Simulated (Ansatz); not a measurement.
Ansatz (an electronic-structure program) input (PBE0/def2-TZVP):

Ansatz 0.2 input:
```yaml
crystal:
  periodic: [false, false, false]
  atoms:
    - {symbol: Au, position_ang: [-0.00000000, -0.00000000, -0.38970921]}
    - {symbol: C, position_ang: [0.00000000, 0.00000000, 1.56191217]}
    - {symbol: O, position_ang: [0.00000000, 0.00000000, 2.67694432]}
basis:
  gaussian:
    orbitals: def2-TZVP
hamiltonian:
  xc: {name: PBE0}
total_charge: 1
relax: {f_tol: 0.003, max_steps: 100}
```

Output:

```
Functional definition: PBE0
integrals: 0.03 GiB planned
742 factors; their error is unknown
mean field: 0.28 GiB planned
mean field evaluation 1: about -6759.9263 eV, gradient 6.6e1 eV
mean field evaluation 2: about -6748.1481 eV, gradient 1.0e2 eV
mean field evaluation 4: about -6766.7484 eV, gradient 3.3e0 eV
mean field evaluation 8: about -6766.7652 eV, gradient 1.1e-1 eV
mean field evaluation 16: about -6766.8155 eV, gradient 6.1e-5 eV
mean field -6766.81547626 eV, -248.6758820401 hartree, gradient 6.1e-5 eV, S^2 0.000000; 0 other end points of the search recorded, 0 dependent functions left out
the calculation of the forces begins
reference -6766.81549651 eV, -248.6758827845 hartree; 16, 16 occupied and 86, 86 virtual orbitals, 742 factors
relax step   1: F+E_penalty+E_count = -6766.81547626 eV  Δ(F+E_penalty+E_count) = +0.000e0 eV  max|allowed force component| = 3.103e-1 eV/Å  Δτ_max = 0.0000 Å  (30 SCF iters, accepted)
these checks for a lower state are left out or cut short: starts, cluster_reference, orbital_swaps, neighbouring_geometries, increment
integrals: 0.03 GiB planned
742 factors; their error is unknown
mean field: 0.28 GiB planned
mean field -6766.81849182 eV, -248.6759928602 hartree, gradient 1.2e-5 eV, S^2 0.000000; 0 other end points of the search recorded, 0 dependent functions left out
the calculation of the forces begins
reference -6766.81851212 eV, -248.6759936061 hartree; 16, 16 occupied and 86, 86 virtual orbitals, 742 factors
relax step   2: F+E_penalty+E_count = -6766.81849182 eV  Δ(F+E_penalty+E_count) = -3.016e-3 eV  max|allowed force component| = 1.763e-1 eV/Å  Δτ_max = 0.0090 Å  (33 SCF iters, accepted)
these checks for a lower state are left out or cut short: starts, cluster_reference, orbital_swaps, neighbouring_geometries, increment
integrals: 0.03 GiB planned
742 factors; their error is unknown
mean field: 0.28 GiB planned
mean field evaluation 32: about -6766.8192 eV, gradient 1.2e-5 eV
mean field -6766.81915478 eV, -248.6760172234 hartree, gradient 1.2e-5 eV, S^2 0.000000; 0 other end points of the search recorded, 0 dependent functions left out
the calculation of the forces begins
reference -6766.81917511 eV, -248.6760179707 hartree; 16, 16 occupied and 86, 86 virtual orbitals, 742 factors
relax step   3: F+E_penalty+E_count = -6766.81915478 eV  Δ(F+E_penalty+E_count) = -6.630e-4 eV  max|allowed force component| = 1.231e-2 eV/Å  Δτ_max = 0.0064 Å  (33 SCF iters, accepted)
these checks for a lower state are left out or cut short: starts, cluster_reference, orbital_swaps, neighbouring_geometries, increment
integrals: 0.03 GiB planned
742 factors; their error is unknown
mean field: 0.28 GiB planned
mean field -6766.81915586 eV, -248.6760172632 hartree, gradient 1.3e-5 eV, S^2 0.000000; 0 other end points of the search recorded, 0 dependent functions left out
the calculation of the forces begins
reference -6766.81917619 eV, -248.6760180104 hartree; 16, 16 occupied and 86, 86 virtual orbitals, 742 factors
relax step   4: F+E_penalty+E_count = -6766.81915586 eV  Δ(F+E_penalty+E_count) = -1.082e-6 eV  max|allowed force component| = 4.306e-4 eV/Å  Δτ_max = 0.0002 Å  (34 SCF iters, accepted)
integrals: 0.03 GiB planned
742 factors; their error is unknown
mean field: 0.28 GiB planned
mean field -6766.81915586 eV, -248.6760172632 hartree, gradient 1.8e-5 eV, S^2 0.000000; 1 other end points of the search recorded, 0 dependent functions left out
the calculation of the forces begins
reference -6766.81917619 eV, -248.6760180104 hartree; 16, 16 occupied and 86, 86 virtual orbitals, 742 factors
Total energy: -6766.81917619 eV, -248.6760180104 hartree
Atom 0 at     0.000000     0.000000    -0.374550 Å, force     0.000000    -0.000000     0.000028 eV/Å
Atom 1 at     0.000000    -0.000000     1.555101 Å, force    -0.000000     0.000000    -0.000431 eV/Å
Atom 2 at    -0.000000     0.000000     2.668596 Å, force     0.000000    -0.000000     0.000403 eV/Å
Dipole moment:     0.000000     0.000000    -0.019523 e Å
```
